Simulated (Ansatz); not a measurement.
System: C₂H₇Al, charge 0, multiplicity 1. 
Structure (B3LYP-D3(BJ)/def2-TZVP (Ansatz, a program for electronic structure) minimum search):
SMILES: [CH3][AlH][CH3]
```xyz
10

C     -1.7150    -0.3541     0.1600
Al     0.0163     0.5212    -0.1074
C      1.6845    -0.4967     0.0169
H     -1.9025    -0.4926     1.2314
H     -1.7402    -1.3523    -0.2865
H     -2.5529     0.2208    -0.2394
H      0.0771     2.0747    -0.4329
H      2.5057     0.0975     0.4255
H      1.5827    -1.4023     0.6198
H      2.0012    -0.8165    -0.9831
```
Charge 0, spin multiplicity 1.

Basis-set convergence of Hartree-Fock and CCSD correlation energies (hartree) with Ansatz. Correlated levels leave the core frozen unless marked. Spin-orbit coupling is left out. No relativistic terms.

| basis | functions | E(HF) | E(corr, CCSD) |
|---|---|---|---|
| cc-pV(D+d)Z | 86 | -321.73382 | -0.41311 |
| cc-pV(T+d)Z | 197 | -321.76999 | -0.48938 |
| cc-pV(Q+d)Z | 384 | -321.77769 | -0.51166 |

Extrapolating the two largest sets (X = 3 and 4) as X^-3: E(corr) = (64·(-0.51166) - 27·(-0.48938))/37 = -0.5279 Eh, an estimate of the basis-set limit. The largest set recovers 96.9 % of it, the smallest 78.3 %.
